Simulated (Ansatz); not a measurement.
`[CH3][SnH2][N]=C=O`, relaxed with RKS PBE-D4/def2-SVP in Ansatz from a rough embedded geometry. The force threshold is 0.03 eV/Å; the program also tests the step.

Total charge 0; spin multiplicity 1. Sn takes the def2 core potential.

Start:

```xyz
10

C     1.416   -0.567   -0.241
Sn   -0.159    0.741   -0.698
N    -1.284    0.993    0.972
C    -1.940    0.035    1.570
O    -2.442   -0.950    2.049
H     0.997   -1.614    0.061
H     2.045   -0.203    0.560
H     2.004   -0.777   -1.163
H     0.516    2.261   -1.159
H    -1.154    0.081   -1.951
```

Problem. By how much does the energy fall, and how many steps does the optimiser take? (Estimate.)

Solution. Ansatz gave: 53.40 kJ/mol, in 8 steps, 1 of them rejected.

Problem. Which bonds change most? (Best estimate.)

Solution. Ansatz gave: N3–C4 from 1.306 to 1.216 Å; C1–Sn2 from 2.098 to 2.159 Å; C1–H6 from 1.167 to 1.106 Å; Sn2–N3 from 2.029 to 2.061 Å.

Problem. Give the relaxed structure. (Best estimate.)

Solution. Ansatz gave: 
```xyz
10

C     1.494   -0.651   -0.307
Sn   -0.123    0.688   -0.813
N    -1.405    0.687    0.801
C    -1.984    0.007    1.626
O    -2.577   -0.590    2.463
H     1.082   -1.653   -0.082
H     2.025   -0.263    0.583
H     2.201   -0.726   -1.155
H     0.351    2.339   -0.952
H    -1.064    0.163   -2.163
```
